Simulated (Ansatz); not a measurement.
Reaction (hydrogen abstraction from a Ge–H bond): `[CH3][GeH2][Br]` + F• → `[CH3][GeH][Br]`• + H–F

Program: Ansatz. Geometries: PBE0-D4/def2-TZVP. ΔE: electronic, gas phase. CCSD(T)/CBS adds triple-zeta CCSD(T) − MP2 to the extrapolated MP2 energy (def2 sets, frozen cores). This one scheme is used for every species, atoms too. DFT in def2-TZVPP. HSE06 is defined as in plane-wave codes. No spin–orbit coupling; open shells (•) take unrestricted orbitals. Spin–orbit coupling would lower the free atoms: a little for F. Bonds to Br, Ge are less sure, by a few kJ/mol each and by 10 to 20 or more in all where they break to atoms, as the def2 sets lack core-valence functions. Scalar relativity is left out up to krypton.

Task: Is it downhill or uphill in electronic energy at CCSD(T)/CBS, and by how much? (An estimate is asked.)

Result: The calculation gave: Downhill: ΔE = -52.4 kcal/mol.

Task: What do these levels give: r2SCAN-D4, PBE-QIDH, HSE06, LC-ωPBE, HF/def2-SVP, MP2/def2-QZVPP? (Best estimate.)

Result: Ansatz gave: r2SCAN-D4 -53.0, PBE-QIDH -49.7, HSE06 -52.3, LC-ωPBE -51.9, HF/def2-SVP -24.0, MP2/def2-QZVPP -57.6 kcal/mol.

Task: What do rigid-rotor, harmonic-oscillator terms from PBE0-D4/def2-TZVP frequencies (298.15 K, 1 bar) make of the CCSD(T)/CBS value? (Best estimate.)

Result: Computed: ΔZPE = +0.3 kcal/mol, ΔH = -51.6 kcal/mol, ΔS = 18 J/(mol·K), ΔG = -52.8 kcal/mol. Open shells count their whole term as degenerate.

Largest T1 diagnostic among the species: 0.011.

In def2-TZVPP, CCSD(T) changes the Hartree–Fock value by −21.9 kcal/mol (the triples alone add −1.7 kcal/mol) and MP2 by −28.3 kcal/mol. From BLYP to BHLYP (50 % exact exchange), in def2-TZVPP and without D4, ΔE moves by +13.0 kcal/mol.
